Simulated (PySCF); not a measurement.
Field gradients from PBE0/pcSseg-1 densities (PySCF, non-relativistic) at PBE0-D3(BJ)/def2-SVP geometries, isolated species, one conformer each; χzz is the principal value of largest magnitude, with Q(17O) = −0.0256 b. The small basis limits the accuracy of the gradients.

These 17O couplings (χzz in MHz, η) are listed in rising order: (-9.965, 0.35); (-8.723, 0.02); (9.337, 0.15). Assign them to: O5 (acid carbonyl oxygen) in `[N:1]#[C:2][CH2:3][C:4](=[O:5])[OH:6]`; O3 (silyl ether oxygen) in `[CH3:1][CH2:2][O:3][Si@H:4]([OH:5])[AsH2:6]`; the furan-type oxygen of `Clc1ccoc1`.

-9.965 MHz, η 0.35: O3 (silyl ether oxygen) in `[CH3:1][CH2:2][O:3][Si@H:4]([OH:5])[AsH2:6]`; -8.723 MHz, η 0.02: the furan-type oxygen of `Clc1ccoc1`; 9.337 MHz, η 0.15: O5 (acid carbonyl oxygen) in `[N:1]#[C:2][CH2:3][C:4](=[O:5])[OH:6]`.

All sites together:

```tsv
nucleus	site	Vzz (au)	η	χzz (MHz)
17O	O5 (acid carbonyl oxygen) in [N:1]#[C:2][CH2:3][C:4](=[O:5])[OH:6]	-1.552	0.15	9.337
17O	O3 (silyl ether oxygen) in [CH3:1][CH2:2][O:3][Si@H:4]([OH:5])[AsH2:6]	1.657	0.35	-9.965
17O	the furan-type oxygen of Clc1ccoc1	1.450	0.02	-8.723
```
